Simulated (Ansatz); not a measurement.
Reaction (substitution at a C–C bond): `CCCCF` + `[NH2][SnH3]` → `FC[NH][SnH3]` + propane

Computed with Ansatz on PBE0-D4/def2-TZVP structures; ΔE is electronic, products minus reactants. CCSD(T)/CBS is the MP2 limit (def2-TZVPP, def2-QZVPP) plus CCSD(T) − MP2 in def2-TZVPP, frozen cores. DFT in def2-TZVPP. B3LYP here is the variant with VWN-RPA as its local correlation; programs differ in this. Elements past krypton have def2 core potentials. For Sn outer-core shells are correlated without core-valence functions, which leaves a few kJ/mol of doubt a bond. One conformer a species, not always the lowest.

```json
{"level": "PBE-D4", "ΔE (eV)": "-0.05"}
{"level": "PBE0-D4", "ΔE (eV)": "-0.02"}
{"level": "B2PLYP", "ΔE (eV)": "-0.02"}
{"level": "B3LYP", "ΔE (eV)": "-0.03"}
{"level": "MP2/def2-TZVPP", "ΔE (eV)": "0.01"}
{"level": "SCS-MP2/def2-TZVPP", "ΔE (eV)": "0.01"}
{"level": "SCS-MP2/def2-QZVPP", "ΔE (eV)": "0.02"}
{"level": "CCSD/CBS(def2)", "ΔE (eV)": "0.03"}
```

(1) What does CCSD(T)/CBS give? (Estimate.)

Largest T1 diagnostic among the species: 0.013.

Answers

(1) Ansatz gave: +0.02 eV. The listed levels differ from it by -0.07, -0.04, -0.04, -0.05, -0.01, -0.01, 0.00, 0.01 eV.

From PBE to PBE0 (25 % exact exchange), in def2-TZVPP and without D4, ΔE moves by +0.03 eV.
